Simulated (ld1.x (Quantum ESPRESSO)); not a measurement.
## What one change does to a pseudopotential (Ce, TM)

| Property | Result |
| --- | --- |
| Element | cerium |
| Generator | ld1.x (Quantum ESPRESSO) 7.5 |
| Type | norm-conserving Troullier–Martins (Kleinman–Bylander form) |
| Functional | BP86 |
| Relativity | non-relativistic |
| Frozen core | [Kr] 4d10 5s2 |
| Valence charge | 10 |
| Reference configuration | 4f1 5p6 5d1 6s1 6p0 (charge +1) |
| Partial waves | 6s (bound): rc 2.70 bohr; 5p (bound): rc 3.10 bohr; 4f (bound): rc 1.10 bohr; 5d (bound): rc 2.15 bohr |
| Local potential | the d channel |
| Core correction | a·sin(br)/r model core inside 0.55 bohr |

Change: wave 4f (bound): rc 1.10 bohr becomes 4f (bound): rc 1.38 bohr.

Cutoffs: the cutoffs (Ry, on a coarse ladder) from which the occupation-weighted sum of valence levels, in a spherical-Bessel basis at the reference potential, stays within 10 and 1 mRy of its value at 400 Ry; they do not see the model core or the augmentation charge, which bear on the density cutoff. Errors are all-electron minus pseudo energies relative to the spin-unpolarised reference configuration.

Q: What does the change do?

A: The potential gets softer (230 Ry and 260 Ry → 160 Ry and 200 Ry); both files keep a bound ghost (s); of the 7 tests that both files solve, the error grows in 0 and shrinks in 2 by more than 15 % and 0.3 meV (median size 11.8 → 11.9 meV). A larger radius leaves more room for a smooth pseudo-wave, so fewer plane waves are needed.

| quantity | base | changed |
| --- | --- | --- |
| cutoff, loose | 230 Ry | 160 Ry |
| cutoff, tight | 260 Ry | 200 Ry |
| loose cutoff by channel (10 mRy a level) | s 10 Ry, p 10 Ry, f 230 Ry, d 10 Ry | s 10 Ry, p 10 Ry, f 160 Ry, d 10 Ry |
| bound ghosts | s | s |
| error for 4f1 5p6 5d1 6s2 6p0, meV [ΔE -5.92 eV] | -12 | -12 |
| error for 4f1 5p6 5d1 6s0 6p0, meV [ΔE 10.67 eV] | -5.9 | -5.9 |
| error for 4f1 5p6 5d0 6s0 6p0, meV [ΔE 30.43 eV] | -9.8 | -9.9 |
| error for 4f1 5p5 5d1 6s2 6p0, meV [ΔE 21.87 eV] | -176 | -176 |
| error for 4f2 5p6 5d1 6s0 6p0, meV [ΔE -3.14 eV] | -240 | -126 |
| error for 4f0 5p6 5d2 6s2 6p0, meV [ΔE 2.01 eV] | -616 | -398 |
| error for 4f1 5p6 5d1 6s1.5 6p0, meV [ΔE -3.54 eV] | -3.1 | -3.1 |
| s: phases at 3.35 bohr within 0.05 rad from the reference energy up to (Ry; the scan ends near 5) | 3.1 | 3.1 |
| p: phases at 3.35 bohr within 0.05 rad from the reference energy up to (Ry; the scan ends near 5) | -0.7 | -0.7 |
| d: phases at 3.35 bohr within 0.05 rad from the reference energy up to (Ry; the scan ends near 5) | 1.4 | 1.4 |
| f: phases at 3.35 bohr within 0.05 rad from the reference energy up to (Ry; the scan ends near 5) | 0.2 | 0.2 |

 A true bound ghost makes a file unfit for plane-wave use even where its test errors are small: the radial tests pick states by their node count and pass the ghost by.
